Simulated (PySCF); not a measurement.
Continuum solvent and chemical shifts

Molfile (atoms numbered from 1):
```
C2H6BP
     RDKit          3D

 10  9  0  0  0  0  0  0  0  0999 V2000
    2.3781   -0.4679    0.0837 C   0  0  0  0  0  0  0  0  0  0  0  0
    1.3593    0.1943    0.1783 C   0  0  0  0  0  0  0  0  0  0  0  0
    0.0130    0.9740    0.2742 B   0  0  0  0  0  0  0  0  0  0  0  0
   -1.3120   -0.3659   -0.2322 P   0  0  0  0  0  0  0  0  0  0  0  0
    3.2932   -1.0260    0.0109 H   0  0  0  0  0  0  0  0  0  0  0  0
   -0.3375    1.3026    1.3970 H   0  0  0  0  0  0  0  0  0  0  0  0
   -0.1535    1.8571   -0.5529 H   0  0  0  0  0  0  0  0  0  0  0  0
   -2.6766    0.0144   -0.2531 H   0  0  0  0  0  0  0  0  0  0  0  0
   -1.1743   -0.9411   -1.5174 H   0  0  0  0  0  0  0  0  0  0  0  0
   -1.3720   -1.5322    0.5666 H   0  0  0  0  0  0  0  0  0  0  0  0
  1  2  3  0
  2  3  1  0
  3  4  1  0
  1  5  1  0
  3  6  1  0
  3  7  1  0
  4  8  1  0
  4  9  1  0
  4 10  1  0
M  CHG  2   3  -1   4   1
M  END
```

GIAO PBE0/pcSseg-1 in PySCF 2.14.0 with density-fitted response routines on one PBE0-D3(BJ)/def2-SVP conformer, non-relativistic, equivalent nuclei averaged. Solvents enter as an IEF-PCM continuum (tetrahydrofuran with ε = 7.4, water with ε = 78.4) around the gas-phase geometry. Shifts are referred to TMS, BF3·OEt2 computed in the same medium.

Gas phase, δ in ppm: C2 94.7, C1 92.8, B3 -45.7, H8/H9/H10 4.13, H6/H7 2.04, H5 1.89. Dipole moment 4.67 D.

**Question.** How does each δ change in the continuum?

**Answer.** 
```tsv
atoms	environment	Δδ, tetrahydrofuran	Δδ, water
C2	alkyne carbon	+3.8	+4.4
C1	terminal alkyne carbon	+0.1	+0.5
B3	boron bonded to C, P, 2 H	-0.9	-1.1
H8/H9/H10	hydrogen on a phosphorus bonded to B	+0.37	+0.46
H6/H7	hydrogen on a boron bonded to C, P	-0.43	-0.53
H5	hydrogen on a terminal alkyne carbon	+0.23	+0.30
```

Changes are relative to the gas phase. The dipole moment becomes 5.94 D in tetrahydrofuran, 6.24 D in water.

**Question.** Which nuclei move most (in ppm), and what does the model miss?

**Answer.** C2 (alkyne carbon, +4.4 ppm) in water. A continuum only polarises the solute; specific hydrogen bonds, the anisotropy of aromatic solvents and changes of geometry or conformer are outside it.
